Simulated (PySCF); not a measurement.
**Correlation energy of Cl(3+) (chlorine, charge +3)**

[Ne] 3s2 3p2, high-spin 3P determinant. All numbers are calculated (PySCF 2.14, the non-relativistic Hamiltonian (point nucleus), in def2-SVP). Frozen: [Ne]; 4 electrons correlated.

MP2 pair energies summed by pair of shells (mhartree):

```json
{"pair": "3s-3p", "energy": "-34.56", "share (%)": "60.8"}
{"pair": "3s-3s", "energy": "-16.32", "share (%)": "28.7"}
{"pair": "3p-3p", "energy": "-5.98", "share (%)": "10.5"}
```

Total MP2 correlation energy: -56.86 mhartree.

Same-spin part -8.85 and opposite-spin part -48.02 mhartree; SCS-MP2 scales them by 1/3 and 6/5 to -60.57 mhartree.

```json
{"level": "CCSD", "correlation energy (mhartree)": "-79.28"}
{"level": "(T)", "correlation energy (mhartree)": "-0.81"}
{"level": "CCSD(T)", "correlation energy (mhartree)": "-80.09"}
```

Diagnostics: T1 = 0.0062, D1 = 0.0166, largest double amplitude 0.105.

Cost of the coupled-cluster step: 0.06 s of wall time on 1 thread of Neoverse-V2 (shared host), for 4 correlated electrons.
